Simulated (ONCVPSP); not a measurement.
**tantalum, ONCV: configuration errors across variants**

* Element: Ta (Z = 73)
* Generator: ONCVPSP 4.0.1
* Type: optimised norm-conserving Vanderbilt (ONCV)
* Functional: PBE
* Relativity: fully relativistic
* Frozen core: [Kr] 4d10 4f14
* Valence charge: 13
* Reference configuration: 5s2 5p6 5d3 6s1 6p1
* Partial waves: 5s+6s: rc 1.85 bohr, ncon 3, nbas 8, qcut 7 1/bohr, 2 projectors; 5p+6p: rc 1.95 bohr, ncon 4, nbas 8, qcut 7.2 1/bohr, 2 projectors; 5d: rc 3.00 bohr, ncon 4, nbas 9, qcut 6.4 1/bohr, 2 projectors, debl 1.3 Ha
* Local potential: polynomial inside 1.50 bohr (lpopt 2, dvloc0 3 Ha)
* Core correction: Teter function, fcfact 4.25, rcfact 1.25

Open shells are filled in proportion to 2j + 1.

All-electron excitation energies from the reference (eV): (1) 5s2 5p6 5d3 6s2 6p0 -4.146; (2) 5s2 5p6 5d3 6s1 6p0 4.326; (3) 5s2 5p6 5d3 6s0 6p0 19.300; (4) 5s2 5p6 5d2 6s2 6p1 -1.199.

1 further variants failed, have other tests or too few solved ones, and are left out.

A true bound ghost makes a file unfit for plane-wave use even where its test errors are small: the radial tests pick states by their node count and pass the ghost by.

Errors AE − PS in meV (a dash: test not solved or not reliable):

| change | (1) | (2) | (3) | (4) | bound ghosts | GHOST(+) flags above zero |
| --- | --- | --- | --- | --- | --- | --- |
| base | +0.3 | +1.1 | +8.1 | +6.9 | none | none |
| s: qcut 4 | -1.3 | +1.2 | +6.4 | +2.8 | none | none |
| s: qcut 5.1 | -0.7 | +1.1 | +6.7 | +4.0 | none | none |
| s: qcut 5.7 | -0.4 | +1.1 | +7.1 | +5.0 | none | none |
| s: qcut 6.6 | +0.1 | +1.1 | +7.8 | +6.3 | none | none |
| s: qcut 7.4 | +0.4 | +1.1 | +8.5 | +7.5 | none | none |
| s: qcut 8.8 | +0.8 | +1.1 | +9.6 | +9.4 | none | none |
| s: qcut 9.8 | +1.0 | +1.0 | +10 | +10 | s | none |

Problem. Give the same row for: s: qcut 7.9.

Solution. +0.6, +1.1, +8.9, +8.2; bound ghosts: none; GHOST(+) flags above zero: none.
